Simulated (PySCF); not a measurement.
HOS, SMILES S[O], multiplicity 2. Atoms are numbered in the order given.

```xyz
3

S     -0.0986    -0.4595     0.0000
O      0.0479     1.0363     0.0000
H      1.1948    -0.9391     0.0000
```
Charge 0, spin multiplicity 2.

Geometry optimised at r2SCAN-D4/def2-TZVPD.

The numbers are results of PBE/pcH-1 (PySCF), not measurements.

Unrestricted Kohn–Sham, ⟨S²⟩ = 0.752. Hyperfine tensors hold the contact and dipolar terms, without spin-orbit corrections.

Task: Estimate the hyperfine couplings. (An estimate is asked for; the answer gives what the named calculation found.)

Result: 
```json
[
 {"nucleus": "33S no. 1", "A(iso) (MHz)": "-1.4", "A(iso) (G)": "-0.5", "dipolar principal values (MHz)": "-50.0, -46.0, 95.9"},
 {"nucleus": "17O no. 2", "A(iso) (MHz)": "-16.7", "A(iso) (G)": "-5.9", "dipolar principal values (MHz)": "-167.4, 82.9, 84.5"},
 {"nucleus": "1H no. 3", "A(iso) (MHz)": "-29.2", "A(iso) (G)": "-10.4", "dipolar principal values (MHz)": "-12.5, -1.3, 13.8"}
]
```

Task: And the g tensor (effective nuclear charges for spin-orbit coupling, GIAO)? (Estimate from the structure and the level; the computed values follow.)

Result: principal values 2.0022, 2.0105, 2.0222; isotropic 2.0116.
